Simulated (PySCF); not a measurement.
Computed IR spectrum (relative IR intensity) of a molecule ClH5OSi2. The structure is a stationary point at PBE-D3(BJ)/def2-SVP. Other conformers were not sampled. Computed with PBE-D3(BJ)/def2-SVP run with PySCF 2.14.0. Frequencies are harmonic and unscaled.

Lines under 2 % of the strongest are left out, and lines within 2 cm⁻¹ are merged.

ν (cm⁻¹): 171 (vw), 216 (w), 293 (s), 400 (w), 490 (m), 503 (m), 534 (m), 716 (vs), 791 (vs), 813 (s), 831 (s), 895 (m), 900 (m), 916 (m), 2141 (s), 2158 (m), 2173 (m), 2180 (m), 3742 (s) (against the strongest line: vs over 80 %, s over 45 %, m over 15 %, w over 4 %, vw less)

Q: Identify the compound among the candidates.
A) O[SiH2][SiH2]Cl
B) [SiH3]O[SiH2]Cl
C) O[Si@@H]([SiH3])Cl

A: C, O[Si@@H]([SiH3])Cl
